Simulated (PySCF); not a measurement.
# P⁺: excitation energy

P⁺ [Ne] 3s2 3p2 (3P) → P⁺ [Ne] 3s2 3p1 3d1 (high-spin determinant), as a difference of total energies. Calculation: PySCF 2.14, in aug-cc-pCVQZ-DK; scalar relativity by spin-free X2C-1e. Correlated levels: valence: [Ne] frozen; valence and next inner shell: 1s2 frozen; nothing frozen. The calculations carry no spin-orbit coupling.

| method | excitation energy (eV) |
| --- | --- |
| UHF | 11.684 |
| LDA | 10.654 |
| PBE | 10.584 |
| PBE0 | 10.952 |
| r2SCAN | 11.057 |
| r2SCANh | 11.139 |
| PW91 | 10.603 |
| M06-2X | 11.029 |
| MP2 (valence) | 11.394 |
| SCS-MP2 (valence) | 11.373 |
| MP2 (valence and next inner shell) | 11.395 |
| SCS-MP2 (valence and next inner shell) | 11.379 |
| MP2 (all electrons) | 11.398 |
| SCS-MP2 (all electrons) | 11.381 |

Problem. How much does correlation contribute at MP2 (all electrons)?

Solution. 11.398 − (11.684) = -0.286 eV, measured against UHF.

A first-order spin-orbit estimate (lowest level to lowest level, LS coupling) adds 0.009 eV.

The promoted electron is Rydberg-like, and one or two diffuse shells describe it only roughly, which tends to raise the upper state.

The determinant of the upper state mixes LS terms, which raises its energy above the lowest term, most at the Hartree-Fock and MP2 levels.
